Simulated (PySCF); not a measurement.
Isomers C₇H₆N₂O:

A. SMILES Nc1coc2cnccc12
B. SMILES C(NC(=C)C#CC#N)(C)=O
C. `N#Cc1nocc1C1CC1`

Spectrum 1. 1H NMR (300 MHz, computed): δ 8.09 (s, 1H), 1.92 (m, 1H), 1.36 (m, 2H), 0.57 (m, 2H). 13C{1H} NMR (computed): δ 158.2 (CH), 144.7 (C), 140.9 (C), 116.1 (C), 17.4 (CH2), 7.0 (CH).

Spectrum 2. 1H NMR (300 MHz, computed): δ 6.07 (br, 1H), 5.34 (m, 1H), 5.21 (m, 1H), 1.96 (s, 3H). 13C{1H} NMR (computed): δ 166.9 (C), 130.5 (C), 113.9 (CH2), 111.8 (C), 83.3 (C), 76.8 (C), 24.2 (CH3).

Spectrum 3. 1H NMR (300 MHz, computed): δ 9.06 (s, 1H), 8.80 (d, 1H), 7.54 (d, 1H), 7.41 (s, 1H), 3.24 (br s, 2H). 13C{1H} NMR (computed): δ 157.1 (C), 146.0 (CH), 139.0 (CH), 135.8 (C), 134.0 (C), 132.5 (CH), 116.0 (CH).

Computational details: σ from GIAO-PBE0/pcSseg-1, GFN2-xTB geometry, in PySCF (non-relativistic Hamiltonian, fast rotation and ring inversion assumed for equivalent nuclei, no solvent model, single conformer).

References, each an isolated molecule treated in the same way: 1H (σ = 31.72 ppm), 13C (σ = 186.93 ppm) against TMS. Where no couplings were computed, multiplicities follow the n + 1 count of equivalent neighbours, and m marks all less simple cases (inequivalent or close neighbours, rings, F or P nearby). Acid and N–H amide carbonyl carbons lie up to 10 ppm further downfield in solution (hydrogen bonding). Shifts are as computed. Against solution values, carbons near 30 ppm lie about +3 ppm off and those near 130 ppm about +5 ppm (rms about the fit 2.1 ppm; single classes can miss by 10 ppm). Of 1328 compounds with measured shifts, 309 miss one by over three times the rms of a fit or turn the order of signals round; such compounds aren't used in these exercises. Signals without a measured value on file couldn't be tested in this way; 1H shifts scatter by 0.2 ppm about their fit, and single ones miss by 0.5 ppm. OH and NH positions are gas-phase values without hydrogen bonding to other molecules.

Question: Which spectrum belongs to which compound?

Answer: 1–C, 2–B, 3–A.

- Spectrum 1 (C): 6 13C signals; δC 116.1 is a nitrile carbon; δC 17.4 is a three-membered-ring carbon.
- Spectrum 2 (B): 7 13C signals; δC 166.9 is an amide carbonyl carbon; δC 130.5 is an alkene carbon bearing nitrogen.
- Spectrum 3 (A): 7 13C signals; δC 146.0 is an aromatic CH next to a ring nitrogen; δC 135.8 is an aromatic carbon bearing nitrogen.
